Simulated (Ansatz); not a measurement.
Z-matrix (Å, degrees):
```
B
N 1 1.4190
H 2 1.0045 1 121.51
H 2 1.0082 3 113.35 1 -179.77
N 1 1.4192 2 120.58 3 179.79
H 5 1.0044 1 121.50 2 179.86
H 5 1.0082 6 113.42 1 -179.72
B 1 1.7017 2 119.66 3 -0.11
H 8 1.2017 1 122.47 2 -178.25
H 8 1.2018 9 115.25 1 -179.96
```
Charge 0, spin multiplicity 1.

The numbers are results of frozen-core CCSD(T)/cc-pVTZ // r2SCAN-D4/def2-TZVP (Ansatz, an electronic-structure program), not measurements.

The HF energy is -161.87184 Ha and the MP2 correlation energy is -0.62895 Ha.

Estimate the CCSD correlation energy, the (T) correction, the total energy and the T1 diagnostic.


```json
{
 "CCSD correlation energy": "-0.66631 Ha",
 "(T) correction": "-0.02507 Ha",
 "CCSD(T) total energy": "-162.56322 Ha",
 "T1 diagnostic": "0.012"
}
```
